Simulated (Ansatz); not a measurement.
```yaml
crystal:
  periodic: [true, true, true]
  atoms:
    - {symbol: S, position_ang: [-2.557114, 0.101135, -0.322953]}
    - {symbol: Si, position_ang: [-0.628630, 0.573129, 0.436897]}
    - {symbol: C, position_ang: [0.860763, 0.175663, -0.659772]}
    - {symbol: Si, position_ang: [0.831267, -1.101948, 0.747638]}
    - {symbol: H, position_ang: [-2.629576, 1.153760, -1.158300]}
    - {symbol: H, position_ang: [-0.555095, 1.857181, 1.173751]}
    - {symbol: H, position_ang: [1.678645, 0.894212, -0.659320]}
    - {symbol: H, position_ang: [0.656059, -0.196680, -1.661222]}
    - {symbol: H, position_ang: [0.499912, -2.493401, 0.365072]}
    - {symbol: H, position_ang: [1.926970, -1.014054, 1.741408]}
basis:
  gaussian: {orbitals: cc-pVTZ-DK}
hamiltonian: {xc: {name: B97M-V}}
scf: {lower_state_search: off}
```

```sh
$ ansatz run in.yaml --threads 2 --pin off --events-out ev --progress --plain --max-ram 4352MiB
```

(1) How does Ansatz answer? (An estimate is asked.)

Results:

(1) Computed: The program refused the input.
```
Error: YAML parse error: error: line 2 column 3: crystal: missing field `lattice` (a structure is typed as `lattice` and `atoms`, a molecule's as `atoms` in Å alone, or read from a run's directory, `checkpoint`)
 --> <input>:2:3
1 | crystal:
2 |   periodic: [true, true, true]
3 |   atoms:
4 |     - {symbol: S, position_ang: [-2.557114, 0.101135, -0.322953]}
```
